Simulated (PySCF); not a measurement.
Level of theory: PBE-D3(BJ)/def2-TZVP // B3LYP-D3(BJ)/def2-TZVP run with PySCF. All species are isolated molecules in the gas phase. Excitations are Tamm–Dancoff values on a coarser integration grid. The basis has no diffuse functions, so Rydberg states are missing or too high.

Reference species (SMILES): `BrB(Br)Br` (neutral, multiplicity 1).

```yaml
T1 excitation (TDA): 3.98 eV
HOMO–LUMO gap: 4.07 eV
S1 excitation (TDA): 4.15 eV
```

Changed species: `NB(N)N` (3 of 3 Br replaced by NH2; the reference has 0 of 3 Br replaced by NH2).

**Question.** Give the shifts of the T1 excitation (TDA), HOMO–LUMO gap and S1 excitation (TDA).

**Answer.** the T1 excitation (TDA) increases by 1.07 eV, to 5.05 eV; the HOMO–LUMO gap rises by 1.10 eV, to 5.17 eV; the S1 excitation (TDA) rises by 1.09 eV, to 5.24 eV.
